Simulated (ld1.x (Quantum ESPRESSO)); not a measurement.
## Scattering properties, PAW potential for Cd

Cd (Z = 48), PAW, made with ld1.x (Quantum ESPRESSO) 7.5 (PBE, scalar-relativistic). Core [Ar] 3d10, reference 4s2 4p6 4d10 5s2 5p0. Waves: 4s (bound): rcut 1.25, rcutus 1.70 bohr; 5s (bound): rcut 1.25, rcutus 1.70 bohr; 4p (bound): rcut 1.30, rcutus 1.50 bohr; 5p (bound, empty): rcut 1.30, rcutus 1.50 bohr; 4d (bound): rcut 1.80, rcutus 2.20 bohr; 4d channel at 0.1 Ry: rcut 1.80, rcutus 2.20 bohr. Local part: all-electron potential smoothed inside 2.10 bohr (lloc = -2). Core correction: a·sin(br)/r model core, default radius (ld1.x builds one for every PAW set, though the input has nlcc=.false.). Augmentation charge: PSQ, radius 1.30 bohr.

The phase is arctan(r·u′/u) with u = r·R(r), unwrapped; energies in Ry, scanned from -10 to 5 Ry. A pole is an energy at which the radial function vanishes at the test radius. The pseudo phase is shifted by a multiple of π to meet the all-electron one at the reference energy, and phase errors are pseudo minus all-electron; the curves can meet again beyond the range given. Levels narrower than the energy grid can be missing from the lists of poles. n/a: not evaluated, since a narrow level or a reset projector energy made the automatic matching unsafe.

Task: For each channel, where are the poles, and over which energies does the pseudopotential scatter like the atom?

Result:

| channel | radius (bohr) | reference energy (Ry) | poles, all-electron | poles, pseudo | unbroken range about the reference energy with phases within 0.05 rad | phase error 1 Ry above the reference energy (rad) |
| --- | --- | --- | --- | --- | --- | --- |
| s | 2.39 | -0.42 | 2.33 | 2.33 | n/a | n/a |
| p | 2.39 | -0.09 | -4.88, 3.77 | -4.88, 3.80 | the whole range | +0.001 |
| d | 2.39 | -0.86 | -0.60 | -0.60 | the whole range | +0.000 |

Phases in the p channel:

| E (Ry) | all-electron | pseudo |
| --- | --- | --- |
| -10.00 | 1.433 | 1.433 |
| -9.52 | 1.429 | 1.429 |
| -9.04 | 1.425 | 1.425 |
| -8.56 | 1.421 | 1.421 |
| -8.08 | 1.415 | 1.415 |
| -7.60 | 1.410 | 1.410 |
| -7.12 | 1.403 | 1.403 |
| -6.64 | 1.395 | 1.395 |
| -6.16 | 1.385 | 1.385 |
| -5.68 | 1.369 | 1.369 |
| -5.20 | 1.323 | 1.323 |
| -4.72 | -1.713 | -1.713 |
| -4.24 | -1.765 | -1.765 |
| -3.76 | -1.787 | -1.787 |
| -3.28 | -1.808 | -1.808 |
| -2.80 | -1.832 | -1.832 |
| -2.32 | -1.863 | -1.863 |
| -1.84 | -1.903 | -1.903 |
| -1.36 | -1.960 | -1.960 |
| -0.88 | -2.050 | -2.050 |
| -0.40 | -2.211 | -2.211 |
| 0.08 | -2.554 | -2.554 |
| 0.56 | -3.285 | -3.285 |
| 1.04 | -4.000 | -3.999 |
| 1.52 | -4.332 | -4.331 |
| 2.00 | -4.491 | -4.489 |
| 2.48 | -4.582 | -4.580 |
| 2.96 | -4.642 | -4.641 |
| 3.44 | -4.687 | -4.685 |
| 3.92 | -4.723 | -4.720 |
| 4.40 | -4.755 | -4.751 |
| 4.88 | -4.785 | -4.780 |
